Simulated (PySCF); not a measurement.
Gas-phase equilibrium of 1 mol HCl, 21 mol O2 at 2000 K and 0.0100 bar, among 14 species (ClO, O2, HCl, O, HO2, H2O, H, HOCl, H2O2, O3, H2, Cl, Cl2, OH). Only gases are allowed; each row takes one source of thermochemistry for all species, and Cantera finds the minimum.

Method: PySCF energies plus ideal-gas RRHO corrections (1 bar). 'Table' is the NASA 1993 thermochemical table (part measured, part estimated). † marks an energy on the PBE0/def2-TZVP geometry and frequencies. Open shells (unrestricted) among the columns below: O2 (multiplicity 3), O (multiplicity 3, electronic degeneracy 9), Cl (multiplicity 2, electronic degeneracy 6); the rest are closed-shell singlets. Spin-orbit splitting is ignored; it lowers the true energy and changes the entropy of O, Cl. The harmonic model lacks anharmonicity and excited electronic states, which grow with temperature; levels with a mode under 35 cm⁻¹ are left out.

Molecules larger than those listed are left out.

Mole fractions:

```
thermochemistry     x O2   x Cl  x HCl   x H2O     x O
------------------  ----  -----  -----  ------  ------
table               0.93  0.030  0.015   0.013  0.0065
BLYP/def2-TZVP†     0.94  0.026  0.019   0.011  0.0011
PBE0/def2-SVP†      0.94  0.023  0.022  0.0094  0.0031
r2SCAN/def2-TZVP†   0.94  0.022  0.023  0.0088  0.0022
ωB97X-V/def2-TZVP†  0.94  0.024  0.021   0.010  0.0033
```
The most sensitive of these is O: it spans a factor of 10^0.8 over these rows; at this temperature one factor of ten is RT ln 10 = 38 kJ/mol.
